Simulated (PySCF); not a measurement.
# N⁺: excitation energy

N⁺ [He] 2s2 2p2 (3P) → N⁺ [He] 2s2 2p1 3s1 (3P), as a difference of total energies. Computed with PySCF 2.14 in aug-cc-pVQZ, with no relativity, point nucleus. Correlated levels: valence: 1s2 frozen. The calculations carry no spin-orbit coupling.

| method | excitation energy (eV) | error (eV) |
| --- | --- | --- |
| UHF | 18.348 | -0.116 |
| LDA | 18.699 | +0.235 |
| PBE | 18.541 | +0.077 |
| PBE0 | 18.626 | +0.162 |
| r2SCAN | 19.027 | +0.563 |
| TPSS | 18.650 | +0.186 |
| B3LYP | 18.633 | +0.169 |
| wB97M-V | 18.447 | -0.017 |
| r2SCANh | 18.998 | +0.534 |
| ROHF | 18.320 | -0.144 |
| MP2 (valence) | 18.551 | +0.087 |
| SCS-MP2 (valence) | 18.445 | -0.019 |

Reference: 18.464 eV (measured; NIST levels, between the centres of gravity of the two terms).

Errors of the correlated levels include the incompleteness of this basis and the frozen core.
